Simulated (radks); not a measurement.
Mo5+, 37 electrons, occupied as [Kr] 4d1.

Method: scalar-relativistic Kohn-Sham, r2SCAN, spin-polarised, spherical densities, finite nucleus; open shells are filled with parallel spins first (spin-orbit coupling, left out, can overturn this in heavy ions); meta-GGA in the generalised Kohn-Sham scheme; Fermi nuclear charge, rms radius 4.4091 fm; computed with a radial shooting solver on a logarithmic mesh with Libxc functionals.

Energy parts (eV):
| part | energy |
|---|---|
| total | -110042.197 |
| kinetic | 113473.870 |
| electron-nucleus | -262741.484 |
| Hartree | 42542.996 |
| exchange-correlation | -3317.579 |

Orbitals (lengths in bohr, moments of r in powers of bohr):
| orbital | occ. | eigenvalue (eV) | <1/r> |
|---|---|---|---|
| 1s up | 1 | -19932.65 | 43.54 |
| 1s down | 1 | -19932.66 | 43.54 |
| 2s up | 1 | -2885.450 | 9.821 |
| 2s down | 1 | -2885.204 | 9.821 |
| 2p up | 3 | -2584.104 | 9.532 |
| 2p down | 3 | -2583.928 | 9.533 |
| 3s up | 1 | -551.6384 | 3.378 |
| 3s down | 1 | -551.5565 | 3.378 |
| 3p up | 3 | -451.9264 | 3.208 |
| 3p down | 3 | -451.8176 | 3.208 |
| 3d up | 5 | -290.3303 | 2.971 |
| 3d down | 5 | -290.1232 | 2.970 |
| 4s up | 1 | -129.8080 | 1.257 |
| 4s down | 1 | -128.6669 | 1.261 |
| 4p up | 3 | -102.0086 | 1.138 |
| 4p down | 3 | -100.7348 | 1.143 |
| 4d up | 1 | -60.9563 | 0.9087 |
| 4d down | 0 | -59.3043 | 0.9184 |

The highest occupied level is 4d up at -60.956 eV. For comparison, the ionisation energy in NIST's Atomic Spectra Database is 68.827 eV (measured). In exact Kohn-Sham theory the highest level is minus the ionisation energy, but local and semilocal functionals leave it too shallow, through self-interaction and a potential that decays too fast; potentials with the right tail come closer. The density falls to 0.001 e/bohr^3 at r = 2.79 bohr. The spin density at the nucleus is -1.320 e/bohr^3 (1s 0.012, 2s -0.465, 3s 0.350, 4s -1.217).
